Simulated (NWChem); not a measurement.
# Correlation energy of H3B

```xyz
4

B      0.0000     0.0000     0.0000
H      0.0000     0.0000     1.2044
H     -1.0430     0.0000    -0.6022
H      1.0430     0.0000    -0.6022
```
Charge 0, spin multiplicity 1.

The numbers come from NWChem runs, not from measurements. All single points use one geometry, from B3LYP/def2-SVP, a minimum by its harmonic frequencies.

Basis set: def2-SVP. Each correlation energy counts from its own Hartree-Fock reference.

The correlated methods keep 1 core orbital frozen. The structure started from a generated list of species. No row is a measurement; the coupled-cluster row has its own basis-set and correlation limits.

Task: Order these methods by the correlation energy they give, lowest first: CR-CCSD(T), CCSD, MP2, SCS-MP2.

Result: CR-CCSD(T) (-117.0 mHa), CCSD (-115.6 mHa), SCS-MP2 (-103.0 mHa), MP2 (-92.4 mHa)
